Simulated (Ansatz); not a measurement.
A calculation with Ansatz (development build ahead of 0.2.0).

```yaml
crystal:
  periodic: [false, false, false]
  atoms:
    - { symbol: C, position_ang: [1.4, 0.0, 0.0] }
    - { symbol: C, position_ang: [0.7, 1.21244, 0.0] }
    - { symbol: C, position_ang: [-0.7, 1.21244, 0.0] }
    - { symbol: C, position_ang: [-1.4, 0.0, 0.0] }
    - { symbol: C, position_ang: [-0.7, -1.21244, 0.0] }
    - { symbol: C, position_ang: [0.7, -1.21244, 0.0] }
    - { symbol: O, position_ang: [2.65, 0.0, 0.0] }
    - { symbol: H, position_ang: [1.2425, 2.15207, 0.0] }
    - { symbol: H, position_ang: [-1.2425, 2.15207, 0.0] }
    - { symbol: O, position_ang: [-2.65, 0.0, 0.0] }
    - { symbol: H, position_ang: [-1.2425, -2.15207, 0.0] }
    - { symbol: H, position_ang: [1.2425, -2.15207, 0.0] }
basis:
  gaussian: { orbitals: def2-TZVP }
magnetization:
  initial_magnetization: 2
hamiltonian:
  xc: pbe0
```

The input is written out in the form of the current development build from the run's settings.

The run gave:

```json
{"Converged": "yes", "Total energy": "-381.08122 hartree", "Spin squared of the determinant": "2.000", "Stability test": "minimum among restricted orbitals"}
```

Caution: another spin multiplicity may lie lower.
